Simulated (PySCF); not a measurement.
# Ba²⁺ (barium, charge +2) across methods

[Xe], closed-shell 1S. All numbers are calculated (PySCF 2.14, the spin-free X2C one-electron Hamiltonian (Gaussian nucleus), in aug-cc-pVDZ-X2C).

```tsv
method	E (hartree)	mean ε 4d (eV)	mean ε 5s (eV)	mean ε 5p (eV)	Σ⟨r²⟩ (bohr²)	⟨S²⟩
LDA	-8127.13	-102.72	-46.420	-31.288	44.15	0.000
BHandHLYP	-8134.20	-110.38	-51.235	-34.064	44.28	0.000
B3LYP	-8134.28	-105.83	-48.281	-32.350	44.26	0.000
r2SCAN	-8134.18	-103.98	-46.947	-31.511	44.12	0.000
UHF	-8131.13407	-116.96	-55.376	-36.220	44.35	0.000
PBE0	-8133.84	-106.62	-48.802	-32.704	44.14	0.000
PBE	-8133.75	-102.64	-46.159	-31.108	44.18	0.000
M06-2X	-8134.90	-110.51	-51.489	-34.319	44.09	0.000
TPSS	-8133.84	-102.69	-46.347	-31.220	44.16	0.000
```

Spin-orbit coupling, which splits the p, d and f shells strongly at this Z, is absent.
